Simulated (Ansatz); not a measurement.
**A barrier at the coupled-cluster level**

Start structure (SiNH8ClO, closed shell), relaxed at PBE0-D4/def2-TZVP:

```tsv
atom	x (Å)	y (Å)	z (Å)
Si1	-1.2352	-0.3511	-0.6081
H2	-0.1835	-1.3832	-0.4192
H3	-1.4633	0.1603	-1.9768
H4	-1.5361	0.5339	0.5400
Cl5	-2.9332	-1.6455	-0.4536
H6	1.1080	0.8025	0.1390
N7	0.5741	0.9720	-0.7143
H8	1.0451	-1.1457	1.4629
O9	1.6191	-0.4036	1.6785
H10	1.1689	0.7615	-1.5077
H11	0.3308	1.9547	-0.7607
H12	1.5052	-0.2561	2.6202
```

The step: SiH₃Cl ([SiH3][Cl]) + H₂O + NH₃ → SiNH₄Cl ([NH2][SiH2][Cl]) + H₂O + H₂; bonds formed: Si1–N7, H2–H8, H6–O9; bonds broken: Si1–H2, H6–N7, H8–O9. Ansatz 0.2.0; basis: def2-TZVPP and def2-QZVPP; cores frozen in the correlated methods. Extrapolation: Hartree–Fock as exp(−7.88 √X), correlation as X^−2.97. Energies below are by CCSD(T) at an estimated basis limit (MP2 extrapolated from triple and quadruple zeta, plus CCSD(T) − MP2 in triple zeta).

Problem. What are the electronic barrier and the energy of the step, from the start structure to the end structure? (To be estimated.)

Solution. The calculation gives: Barrier 1.843 eV; step energy -0.168 eV (downhill); reverse barrier, their difference, 2.011 eV. Barrier and step energy count from the start structure, the reverse barrier from the end structure.

The saddle point: One imaginary mode of 1456i cm⁻¹.
```csv
pair,start (Å),saddle (Å),end (Å)
Si1–N7,2.24,1.84,1.70
H2–H8,2.26,1.05,0.75
H6–O9,2.02,1.17,0.97
Si1–H2,1.49,1.76,4.26
H6–N7,1.02,1.34,2.17
H8–O9,0.96,1.19,2.53
```

Zero-point energy (harmonic, PBE0-D4): ZPE is 2.438 eV at the start and 2.304 eV at the saddle, so the barrier goes from 1.843 to 1.709 eV.

T1 diagnostic: at most 0.011.

Labels in which every atom is bracketed show which atoms are joined, not bond orders.

For scale, one of the runs: CCSD(T)/def2-TZVPP, 258 basis functions, launched by `ansatz run in.yaml --threads 4 --pin off --events-out ev --progress --plain --max-ram 9574MiB`. Hardware: 4 CPU threads of an Arm Neoverse V1, shared host. Wall time 2.9 min; peak host memory 5.8 GiB.
